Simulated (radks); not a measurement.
Task: Species: Bi LXXVI. Configuration: [He] 2s2 2p4 (the NIST ground configuration). Method: Dirac Kohn-Sham, relativistic LDA (MacDonald-Vosko exchange, VWN5 correlation), spin-unpolarised, spherical densities, finite nucleus; open shells fill j = l - 1/2 first; Fermi nuclear charge, rms radius 5.5211 fm; computed with a radial shooting solver on a logarithmic mesh with Libxc functionals. Some entries of the table are withheld. Estimate them.

orbital,occ.,eigenvalue (eV),<r> (bohr)
1s1/2,2,-97949.48,0.01585
2s1/2,2,(1),0.06452
2p1/2,2,-23121.94,(2)
2p3/2,2,-20696.01,(3)
3s1/2,0,(4),0.1540
3p1/2,0,(5),0.1430
3p3/2,0,(6),0.1553

Result: 
(1) 2s1/2 eigenvalue (eV): -23540.61
(2) 2p1/2 <r> (bohr): 0.05264
(3) 2p3/2 <r> (bohr): 0.06111
(4) 3s1/2 eigenvalue (eV): -9879.796
(5) 3p1/2 eigenvalue (eV): -9741.509
(6) 3p3/2 eigenvalue (eV): -9049.600
